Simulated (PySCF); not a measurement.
Species: `CC(C)[Si@@H]1CC[Si@H](C)O1`. The columns A, B, C and D hold Mulliken, IAO, Hirshfeld and ESP-fitted charges (e) of one PBE0/pcSseg-1 density (PySCF), in a shuffled order. Coordinates in Å (PBE0-D3(BJ)/def2-SVP); the density's dipole moment is (0.29, -0.52, 1.66) D.

```json
{"atom": "C1", "x": "-2.715", "y": "1.199", "z": "-0.857", "A": "-0.404", "B": "-0.243", "C": "-0.491", "D": "-0.114"}
{"atom": "C2", "x": "-2.001", "y": "0.204", "z": "0.057", "A": "-0.383", "B": "-0.630", "C": "+0.206", "D": "-0.109"}
{"atom": "C3", "x": "-2.968", "y": "-0.784", "z": "0.708", "A": "-0.405", "B": "-0.252", "C": "-0.510", "D": "-0.114"}
{"atom": "Si4", "x": "-0.629", "y": "-0.701", "z": "-0.856", "A": "+1.105", "B": "+1.023", "C": "+0.496", "D": "+0.409"}
{"atom": "C5", "x": "0.508", "y": "-1.729", "z": "0.264", "A": "-0.550", "B": "-0.576", "C": "-0.041", "D": "-0.164"}
{"atom": "C6", "x": "1.933", "y": "-1.633", "z": "-0.327", "A": "-0.554", "B": "-0.557", "C": "-0.487", "D": "-0.164"}
{"atom": "Si7", "x": "2.095", "y": "0.109", "z": "-1.063", "A": "+1.125", "B": "+0.993", "C": "+0.899", "D": "+0.422"}
{"atom": "C8", "x": "2.682", "y": "1.385", "z": "0.170", "A": "-0.737", "B": "-0.649", "C": "-0.729", "D": "-0.216"}
{"atom": "O9", "x": "0.488", "y": "0.394", "z": "-1.477", "A": "-0.871", "B": "-0.776", "C": "-0.582", "D": "-0.320"}
{"atom": "H10", "x": "-3.480", "y": "1.771", "z": "-0.305", "A": "+0.132", "B": "+0.114", "C": "+0.119", "D": "+0.037"}
{"atom": "H11", "x": "-2.009", "y": "1.917", "z": "-1.301", "A": "+0.145", "B": "+0.130", "C": "+0.128", "D": "+0.042"}
{"atom": "H12", "x": "-3.228", "y": "0.682", "z": "-1.685", "A": "+0.131", "B": "+0.113", "C": "+0.133", "D": "+0.037"}
{"atom": "H13", "x": "-1.486", "y": "0.772", "z": "0.856", "A": "+0.133", "B": "+0.142", "C": "+0.022", "D": "+0.035"}
{"atom": "H14", "x": "-3.472", "y": "-1.409", "z": "-0.048", "A": "+0.132", "B": "+0.116", "C": "+0.123", "D": "+0.037"}
{"atom": "H15", "x": "-2.460", "y": "-1.462", "z": "1.413", "A": "+0.133", "B": "+0.120", "C": "+0.094", "D": "+0.039"}
{"atom": "H16", "x": "-3.758", "y": "-0.257", "z": "1.270", "A": "+0.136", "B": "+0.120", "C": "+0.144", "D": "+0.039"}
{"atom": "H17", "x": "-1.223", "y": "-1.504", "z": "-1.974", "A": "-0.155", "B": "-0.097", "C": "-0.130", "D": "-0.090"}
{"atom": "H18", "x": "0.480", "y": "-1.265", "z": "1.267", "A": "+0.137", "B": "+0.143", "C": "+0.023", "D": "+0.036"}
{"atom": "H19", "x": "0.178", "y": "-2.772", "z": "0.398", "A": "+0.147", "B": "+0.151", "C": "+0.029", "D": "+0.037"}
{"atom": "H20", "x": "2.713", "y": "-1.876", "z": "0.413", "A": "+0.144", "B": "+0.145", "C": "+0.114", "D": "+0.036"}
{"atom": "H21", "x": "2.049", "y": "-2.357", "z": "-1.152", "A": "+0.145", "B": "+0.147", "C": "+0.109", "D": "+0.039"}
{"atom": "H22", "x": "2.950", "y": "0.156", "z": "-2.287", "A": "-0.148", "B": "-0.103", "C": "-0.187", "D": "-0.086"}
{"atom": "H23", "x": "2.573", "y": "2.403", "z": "-0.236", "A": "+0.160", "B": "+0.149", "C": "+0.179", "D": "+0.047"}
{"atom": "H24", "x": "3.743", "y": "1.231", "z": "0.422", "A": "+0.155", "B": "+0.140", "C": "+0.160", "D": "+0.044"}
{"atom": "H25", "x": "2.097", "y": "1.328", "z": "1.102", "A": "+0.150", "B": "+0.138", "C": "+0.178", "D": "+0.043"}
```

Problem. Which column most likely holds the ESP-fitted charges?

Solution. C. Σ q r misses the density's dipole by 0.01 D (C), 1.09 D (D), 1.73 D (A), 2.20 D (B). Charges fitted to the outside potential are the only set here that is tied to the molecule's multipoles.

Problem. And the Hirshfeld charges?

Solution. D. The mean sizes are 0.110 e (D), 0.253 e (C), 0.311 e (B), 0.337 e (A), and Hirshfeld charges are commonly the smallest of these schemes.

As computed, A = IAO, B = Mulliken, C = ESP-fitted, D = Hirshfeld. Hydrogens on carbon: IAO +0.13 to +0.16, Mulliken +0.11 to +0.15, ESP-fitted +0.02 to +0.18, Hirshfeld +0.04 to +0.05 e.

The Hirshfeld scheme weights the molecular density at each point by an atom's share of the summed free-atom densities. The IAO scheme counts the electrons in orthogonalised intrinsic atomic orbitals, a minimal basis polarised so that it spans the occupied orbitals exactly.

Geometry: PBE0-D3(BJ)/def2-SVP, one conformer, isolated molecule.
